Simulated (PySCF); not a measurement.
revPBE on Li⁻ (lithium, charge -1), [He] 2s2, closed-shell 1S. Computed with PySCF 2.14 in dyall-acv3z (15s9p3d, 57 functions), with the non-relativistic Hamiltonian (point nucleus).

```
cycle= 1 E= -7.50566608781221  delta_E= -0.00164  |g|= 0.0099  |ddm|= 0.193
cycle= 2 E= -7.50480201017105  delta_E= 0.000864  |g|= 0.0144  |ddm|= 0.434
cycle= 3 E= -7.50622536222558  delta_E= -0.00142  |g|= 0.000975  |ddm|= 0.263
cycle= 4 E= -7.50622668922438  delta_E= -1.33e-06  |g|= 0.00029  |ddm|= 0.00335
cycle= 5 E= -7.50622717474246  delta_E= -4.86e-07  |g|= 2.39e-05  |ddm|= 0.00248
cycle= 6 E= -7.50622717730612  delta_E= -2.56e-09  |g|= 2.17e-06  |ddm|= 0.00042
cycle= 7 E= -7.50622717733339  delta_E= -2.73e-11  |g|= 3.85e-07  |ddm|= 6.57e-05
converged SCF energy = -7.50622717733339  <S^2> = -2.6645353e-15  2S+1 = 1
```

Highest occupied orbital energy: 0.874 eV; ⟨L²⟩ = 0.00; populations by l: s 4.00, p 0.00, d 0.00.

Q: Can this result be used?

A: With care. The calculation finished and met its thresholds. At revPBE the highest occupied level has a positive energy, so only the finite basis holds that electron; in a semilocal or global hybrid functional this comes from self-interaction and does not mean that the real anion is unbound.
